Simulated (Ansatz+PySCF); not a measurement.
The numbers below are computed, except where a source is named.
This PySCF input gave a total energy of -1043.72497 hartree.

```python
from pyscf import gto, scf

mol = gto.M(atom="""
Cr 0.000000 0.000000 -0.061160
H 0.000000 0.000000 1.467830
""", basis='def2-svp', charge=0, spin=5)
mf = scf.UHF(mol)
mf.kernel()
print(mf.converged, mf.e_tot, mf.spin_square()[0])
```

Question: Write an input for Ansatz with the same method and basis set.

Answer:

```yaml
crystal:
  periodic: [false, false, false]
  atoms:
    - { symbol: Cr, position_ang: [0.0, 0.0, -0.06116] }
    - { symbol: H, position_ang: [0.0, 0.0, 1.46783] }
basis:
  gaussian: { orbitals: def2-SVP }
magnetization:
  spin_polarized: true
  initial_magnetization: 5
hamiltonian:
  xc: hf
scf:
  omitted_lower_state_checks: [stability, starts, atomic_configurations, cluster_reference, orbital_swaps, given_window_search, neighbouring_geometries, increment]
```

Ansatz (development build ahead of 0.2.0) gave -1043.72497 hartree, 0.03 meV from the first.
